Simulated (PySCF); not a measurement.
**Spinor energies of N⁺ (nitrogen, charge +1)**

Start: [He] 2s2 2p2; 2p1/2 filled at m_j = -1/2, +1/2. Calculated with PySCF 2.14 in x2c-SVPall-2c with one added diffuse shell of s type (4s2p1d, 15 functions): generalised Hartree-Fock with the X2C-1e Hamiltonian and a Gaussian nucleus; one run each with spin-orbit coupling (SO) switched off, then screened by Boettger's factors.

```json
{"spinor shell": "1s1/2", "electrons": "2", "ε, spin-free (eV)": "-443.42", "ε, screened SO (eV)": "-443.42", "weight of nominal j (screened SO)": "1.000", "rms radius, screened SO (bohr)": "0.265"}
{"spinor shell": "2s1/2", "electrons": "2", "ε, spin-free (eV)": "-39.401", "ε, screened SO (eV)": "-39.400", "weight of nominal j (screened SO)": "1.000", "rms radius, screened SO (bohr)": "1.39"}
{"spinor shell": "2p1/2", "electrons": "2", "ε, spin-free (eV)": "-30.431", "ε, screened SO (eV)": "-30.434", "weight of nominal j (screened SO)": "0.502", "rms radius, screened SO (bohr)": "1.40"}
```

| quantity | spin-free | screened SO |
| --- | --- | --- |
| E (hartree) | -53.84766 | -53.84791 |
| M_J | 0 | 0 |
| ⟨J²⟩ | 2.006 | 1.996 |
| ⟨L²⟩ | 2.002 | 2.002 |
| ⟨S²⟩ | 2.004 | 2.004 |

The determinant has a definite M_J but mixes levels of different J.

Each row is a mean over spinors that exchange with the open shell spreads, by up to 8.531 eV (2s1/2).

Rows whose weight is well below 1 are mixtures of j = l ± 1/2: exchange outweighs spin-orbit coupling there, and the label is only the starting occupation.

Without spin-orbit coupling the j labels of p, d and f shells carry no meaning; the spin-free column gives the mean over the occupied spinors of each nl shell.
